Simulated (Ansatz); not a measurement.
GaH₆NSSi, SMILES `N[SiH](S)[GaH2]`, relaxed with RKS PBE0-D4/def2-TZVP in the Gaussian-basis code of Ansatz from a GFN2-xTB geometry. The force threshold is 0.005 eV/Å; the program also tests the step.

The species carries charge 0 and has multiplicity 1.

Start:

```xyz
10

N    -0.139    0.591   -1.654
Si    0.640    0.461   -0.114
S     1.766   -1.399   -0.189
Ga   -1.030   -0.052    1.551
H    -0.791    1.345   -1.809
H     0.394    0.413   -2.494
H     1.728    1.426    0.151
H     0.748   -2.161    0.207
H    -2.002    0.956    2.357
H    -1.313   -1.581    1.994
```

By how much does the energy fall, and how many steps does the optimiser take? (Best estimate.)

Computed: 6.30 kcal/mol, in 45 steps, 5 of them rejected.

Which bonds change most? (Best estimate.)

Computed: Si2–S3 from 2.175 to 2.277 Å; Si2–Ga4 from 2.413 to 2.347 Å; Ga4–H9 from 1.615 to 1.562 Å.

Give the relaxed structure. (Best estimate.)

Computed: 
```xyz
10

N    -0.054    0.634   -1.833
Si    0.347    0.713   -0.180
S     1.390   -1.119    0.678
Ga   -0.911   -0.090    1.631
H    -0.886    0.164   -2.148
H     0.629    0.742   -2.564
H     1.428    1.716   -0.013
H     0.600   -1.989    0.027
H    -0.608    0.471    3.058
H    -1.936   -1.241    1.344
```
